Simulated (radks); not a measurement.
Spherical jellium clusters: N electrons in a uniform positive sphere of charge N and radius rs N^(1/3), rs = 3.18 bohr. Method: non-relativistic Kohn-Sham, PBE, spin-polarised, spherical densities; computed with a radial shooting solver with Libxc functionals. Levels are named by radial order and angular momentum (1s, 1p, 1d, 2s, ...), and open shells are averaged over m. Each electron was tried in the lowest free levels, single moves between levels near the top were tried too, and the lowest total energy was kept; such a search can miss a lower state. Energies include the self-energy of the background; IP and EA are vertical (highest electron removed, lowest free level filled), at fixed background; spill-out counts the electrons outside the background radius R, and alpha is the static dipole polarisability from linear response (closed shells only). A dash means not computed or, for alpha, an open shell; in EA it means that no bound solution was reached, which is typical of self-interaction and does not show that the anion is unstable. Real open-shell clusters deform, which this model forbids.

N,open shells,2S,E(N+1) + E(N-1) - 2E(N) (eV),IP (eV),EA (eV),-e(HOMO) (eV),spill-out (e)
1,"1s(up 1, down 0)",1,-,-,-,3.542,0.45
2,none,0,1.472,6.189,-,3.816,0.64
3,"1p(up 1, down 0)",1,-0.853,4.251,-,2.331,0.99
4,"1p(up 2, down 0)",2,-0.621,5.047,-,3.031,1.20
5,"1p(up 3, down 0)",3,0.544,5.487,-,3.484,1.34
6,"1p(up 3, down 1)",2,-0.613,4.771,-,3.045,1.50
7,"1p(up 3, down 2)",1,-0.410,5.285,1.821,3.502,1.63
8,none,0,1.771,5.591,-,3.814,1.73
9,"1d(up 1, down 0)",1,-0.382,3.724,-,2.162,1.95
10,"1d(up 2, down 0)",2,-0.326,4.107,-,2.539,2.12
11,"1d(up 3, down 0)",3,-0.280,4.400,-,2.838,2.26
12,"1d(up 4, down 0)",4,-0.242,4.633,1.604,3.083,2.38
13,"1d(up 5, down 0)",5,0.503,4.823,-,3.288,2.48
14,"1d(up 5, down 0) 2s(up 1, down 0)",6,-0.156,4.268,1.359,2.888,2.75
15,"1d(up 5, down 2)",3,-0.318,4.464,1.648,3.031,2.71
16,"1d(up 5, down 3)",2,-0.208,4.675,1.866,3.246,2.80
17,"1d(up 5, down 4)",1,-0.179,4.847,2.052,3.426,2.89
18,none,0,0.184,4.989,1.928,3.580,2.98
19,"2s(up 1, down 0)",1,0.369,4.770,1.656,3.419,3.16
20,none,0,0.741,4.406,-,3.160,3.39
21,"1f(up 1, down 0)",1,-0.188,3.701,-,2.403,3.51
22,"1f(up 2, down 0)",2,-0.171,3.871,1.325,2.579,3.61
23,"1f(up 3, down 0)",3,-0.156,4.020,1.487,2.736,3.70
24,"1f(up 4, down 0)",4,-0.143,4.153,1.633,2.876,3.79
25,"1f(up 5, down 0)",5,-0.132,4.271,1.766,3.002,3.87
26,"1f(up 6, down 0)",6,-0.122,4.378,1.887,3.117,3.95
27,"1f(up 7, down 0)",7,-,4.474,1.429,3.222,4.02

All shells are closed at N = 2, 8, 18, 20 (there: 1s2 1p6 1d10 2s2); the second difference of the energy has clear peaks (12 % above both neighbours; the first and last values, which can be the largest, are not judged, and half-filled shells can peak too) at N = 5, 8, 13, 20.
